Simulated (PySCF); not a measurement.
**Ionisation energy of Ca⁷⁺ by level of theory**

Ca⁷⁺ [Ne] 3s2 3p1 (2P) → Ca⁸⁺ [Ne] 3s2 (1S), as a difference of total energies. Computed with PySCF 2.14 in an even-tempered Gaussian basis (18 s from 0.19 bohr⁻², ratio 2.5; 12 p from 0.24 bohr⁻², ratio 2.5; 5 d from 1.9 bohr⁻², ratio 2.7; 5 f from 2.9 bohr⁻², ratio 2.7), with no relativity, point nucleus. Correlated levels: outer shells: 1s2 frozen; virtual orbitals above 40 to 60 times the deepest correlated orbital energy dropped. The calculations carry no spin-orbit coupling.

```
                method  ionisation energy (eV)
                   UHF                  146.45
                   LDA                  147.44
                   PBE                  147.49
                  PBE0                  147.47
                r2SCAN                  147.58
                 M06-L                  147.17
               r2SCANh                  147.56
    MP2 (outer shells)                  146.95
SCS-MP2 (outer shells)                  146.91
```

Task: How much does correlation contribute at MP2 (outer shells)?

Result: 146.95 − (146.45) = 0.50 eV, measured against UHF.

A first-order spin-orbit estimate (lowest level to lowest level, LS coupling) adds 0.326 eV.

These non-relativistic numbers lack the scalar-relativistic shift.

For comparison: 147.24 ± 0.12 eV (measured; NIST Atomic Spectra Database, ionization energies).
